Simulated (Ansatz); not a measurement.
`CC(C)[CH2][GaH2]`, charge 0, multiplicity 1.

Question: Give a relaxed structure at PBE0-D4/def2-TZVP (Ansatz 0.2.0). (An estimate is asked.)

Answer: Ansatz gave: 
```xyz
16

C     1.5156    0.6071   -0.0545
C     0.5843   -0.5963   -0.0583
C    -0.0469   -0.7910   -1.4291
C    -0.4772   -0.4834    1.0328
Ga   -1.7432    1.0326    0.9345
H     2.3097    0.4986   -0.7977
H     0.9667    1.5247   -0.2922
H     1.9878    0.7408    0.9227
H     1.1943   -1.4856    0.1530
H    -0.6467    0.0819   -1.7086
H    -0.7004   -1.6676   -1.4444
H     0.7135   -0.9270   -2.2025
H    -0.0072   -0.4240    2.0234
H    -1.0921   -1.3923    1.0678
H    -2.8435    1.1590    2.0557
H    -1.7145    2.1226   -0.2025
```
Point group Cs.
This is one stationary point; other conformers may exist.
